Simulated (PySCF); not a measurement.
Geometry:
| atom | x (Å) | y (Å) | z (Å) |
| --- | --- | --- | --- |
| C1 | 4.860 | 1.587 | -0.568 |
| C2 | 3.754 | 1.205 | -0.280 |
| C3 | 2.508 | 0.770 | 0.046 |
| C4 | 1.390 | 0.403 | 0.343 |
| Si5 | -0.277 | -0.299 | 0.757 |
| Si6 | -0.580 | -2.344 | -0.247 |
| N7 | 0.831 | -3.223 | 0.209 |
| N8 | -1.384 | 0.840 | 0.080 |
| C9 | -2.759 | 0.507 | -0.185 |
| C10 | -1.201 | 2.251 | 0.294 |
| H11 | 5.822 | 1.919 | -0.822 |
| H12 | -0.275 | -0.302 | 2.244 |
| H13 | -0.820 | -2.304 | -1.705 |
| H14 | -1.677 | -3.155 | 0.301 |
| H15 | 0.903 | -4.196 | -0.038 |
| H16 | 1.732 | -2.784 | 0.114 |
| H17 | -2.857 | -0.559 | -0.381 |
| H18 | -3.112 | 1.058 | -1.062 |
| H19 | -3.411 | 0.767 | 0.660 |
| H20 | -1.585 | 2.811 | -0.564 |
| H21 | -1.729 | 2.600 | 1.191 |
| H22 | -0.142 | 2.467 | 0.409 |

All values are calculated (PySCF 2.14): geometry: GFN2-xTB, GIAO PBE0/pcSseg-1 shieldings. Relativity neglected, gas phase, a single conformation, one averaged value for each set of equivalent atoms.

References, each an isolated molecule treated in the same way: 13C (186.93 ppm) against TMS.

Problem. Do the 13C shifts follow the atomic charges (in e)? Tabulate both.

Solution. 
```tsv
atoms	hybridisation	δ (ppm)	σ para (ppm)	Hirshfeld	IAO	Mulliken	ESP-fitted
C3	sp	100.2	-163	-0.03	-0.03	+0.20	+0.09
C4	sp	85.5	-168	-0.12	-0.30	-0.42	-0.28
C1	sp	74.3	-152	-0.07	-0.19	-0.43	-0.36
C2	sp	74.2	-133	-0.04	-0.03	+0.23	+0.03
C9/C10	sp3	42.3	-100	-0.07	-0.29	-0.08	-0.37
```

Correlation coefficients of δ with charge over these carbons: Hirshfeld +0.14, IAO +0.53, Mulliken +0.12, ESP-fitted +0.62; with the paramagnetic shielding -0.92. Among the 4 sp carbons alone: Hirshfeld +0.17, IAO +0.19, Mulliken +0.31, ESP-fitted +0.49. With so few points, grouped by hybridisation, these coefficients are fragile. Charge is one influence among several: hybridisation and low-lying excitations act through the paramagnetic term.

Shifts are as computed. Against solution values, carbons near 30 ppm lie about +3 ppm off and those near 130 ppm about +5 ppm. Of 1309 compounds with measured shifts, 239 miss one by over three times the rms of a fit or turn the order of signals round; such compounds aren't used in these exercises.
